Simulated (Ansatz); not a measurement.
Stepwise reaction of `[SiH3]S[SiH2]S[SiH3]` with water, as a gas-phase model of exchange steps in deposition or etching. ΔE in kJ/mol.

Calculated with Ansatz (gas phase, PBE0-D4/def2-TZVP geometries, no zero-point term in ΔE). CCSD(T)/CBS is the MP2 limit (def2-TZVPP, def2-QZVPP) plus CCSD(T) − MP2 in def2-TZVPP, frozen cores. This one scheme is used for every species. DFT in def2-TZVPP. B3LYP here is the variant with VWN-RPA as its local correlation; programs differ in this. One conformer a species, not always the lowest.

| step | reaction | PBE-D4 | B3LYP-D4 | ωB97M-V | CCSD(T)/CBS |
| --- | --- | --- | --- | --- | --- |
| 2 | `O[SiH2]S[SiH3]` + H₂O → `O[SiH2]O` + `[SiH3]S` | -24.0 | -36.7 | -37.0 | -32.9 |

Q: Give the row of step 1, `[SiH3]S[SiH2]S[SiH3]` + H₂O → `O[SiH2]S[SiH3]` + `[SiH3]S`. (An estimate is asked.)

A: Computed: 
```
step                                                     reaction  PBE-D4  B3LYP-D4  ωB97M-V  CCSD(T)/CBS
   1  `[SiH3]S[SiH2]S[SiH3]` + H₂O → `O[SiH2]S[SiH3]` + `[SiH3]S`   -12.2     -24.1    -25.4        -19.7
```

Q: By hand: ΔE of the 2 steps together at CCSD(T)/CBS.

A: (-19.7) + (-32.9) = -52.6 kJ/mol, or -26.3 kJ/mol a step.

In ΔE each step is lower than the one before. All are downhill at CCSD(T)/CBS. PBE-D4 differs from CCSD(T)/CBS by 7.5 to 8.9 kJ/mol a step. Isolated molecules leave out the surface, adducts and barriers. Largest T1 diagnostic: 0.012.
